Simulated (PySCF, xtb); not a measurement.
Si(OSiH3)2(H)(F) (FH7O2Si3), SMILES F[SiH](O[SiH3])O[SiH3]. Other conformers were not sampled.

Harmonic wavenumbers (cm⁻¹) from GFN2-xTB (xtb) at its own minimum, in rising order: 21, 43, 53, 54, 62, 112, 220, 253, 333, 538, 591, 598, 603, 619, 632, 657, 726, 752, 762, 774, 784, 806, 823, 858, 1103, 1128, 2240, 2247, 2262, 2269, 2289, 2291, 2490.

**Question.** What does PBE-D3(BJ)/def2-SVP (PySCF 2.14.0) give at its own minimum? (The exact figures need the calculation; the answer reports its results.)

**Answer.** 20, 31, 34, 65, 75, 86, 282, 299, 408, 561, 626, 695, 698, 707, 717, 804, 829, 898, 911, 913, 915, 918, 940, 970, 1069, 1073, 2159, 2168, 2173, 2180, 2196, 2198, 2292. Paired by order, the mean absolute difference is 80 cm⁻¹ and the zero-point energies are 42.9 and 44.2 kcal/mol.
